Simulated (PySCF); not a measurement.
This PySCF input asks for the NMR shieldings of SMILES CCN(BSC)CC, C$_{5}$H$_{14}$BNS; the geometry comes from GFN2-xTB.

```python
import basis_set_exchange as bse
import numpy as np
from pyscf import gto, dft
from pyscf.prop import nmr

atoms = """
C    -1.120561    1.913801   -0.425683
C    -1.005122    0.879444    0.693022
N    -0.333241   -0.342969    0.278783
B     1.044499   -0.428212    0.149257
S     2.100872    0.981916    0.546079
C     3.758930    0.246567    0.342152
C    -1.204504   -1.470989    0.011665
C    -2.028938   -1.318689   -1.266132
H    -0.128723    2.183153   -0.777176
H    -1.696017    1.529873   -1.263291
H    -1.608310    2.808367   -0.046850
H    -0.429134    1.324722    1.511074
H    -2.000066    0.624399    1.069779
H     1.555675   -1.424519   -0.191645
H     3.868957   -0.595421    1.018530
H     4.481485    1.018175    0.586527
H     3.889601   -0.075036   -0.686558
H    -1.880210   -1.609987    0.865257
H    -0.580260   -2.362373   -0.072582
H    -2.562499   -2.244012   -1.469201
H    -2.757886   -0.518488   -1.169764
H    -1.374959   -1.100336   -2.106841
"""
names = dict.fromkeys(["C", "N", "B", "S", "H"], "pcSseg-1")
basis = {el: gto.basis.parse(bse.get_basis(n, elements=[el], fmt="nwchem")) for el, n in names.items()}
mol = gto.M(atom=atoms, basis=basis, charge=0, verbose=0)
mf = dft.RKS(mol, xc="PBE0")
mf.grids.level = 2
mf.grids.alignment = dft.numint.BLKSIZE   # the property module wants whole blocks of grid points
mf.conv_tol = 1e-9
mf.kernel()

calc = nmr.RKS(mf)   # GIAO
C = mf.mo_coeff
Co = C[:, mf.mo_occ > 0]
resp = mf.gen_response(singlet=True, hermi=2)
def vind(x):   # induced exchange potential for any number of trial vectors
    d = np.einsum("pi,xij,qj->xpq", C, 2 * x.reshape(-1, C.shape[1], Co.shape[1]), Co, optimize=True)
    return np.einsum("xpq,pi,qj->xij", resp(d - d.transpose(0, 2, 1)), C, Co, optimize=True).ravel()
mo1, _ = nmr.rhf.solve_mo1(calc, with_cphf=vind)
sigma = calc.kernel(mo1)
for i, s in enumerate(sigma):   # ppm
    print("%2d %-2s %9.2f" % (i, mol.atom_pure_symbol(i), np.trace(s) / 3))
```

Problem. What are the results?

Solution. 
```
 0 C     167.66
 1 C     136.82
 2 N     119.05
 3 B      61.06
 4 S     573.24
 5 C     168.93
 6 C     128.93
 7 C     165.77
 8 H      29.74
 9 H      30.71
10 H      30.91
11 H      28.01
12 H      29.05
13 H      26.40
14 H      29.44
15 H      29.82
16 H      29.36
17 H      28.61
18 H      28.13
19 H      30.63
20 H      30.16
21 H      30.70
```

These numbers come from an equivalent density-fitted implementation of the same equations, which agrees with the script to about 0.01 ppm for H and up to a few tenths of a ppm for heavy atoms, so last digits may differ.

Size and cost of the density-fitted run: 213 basis functions, 49 s wall time on 1 thread of an Arm Neoverse V1, shared host; peak memory 1 GiB.
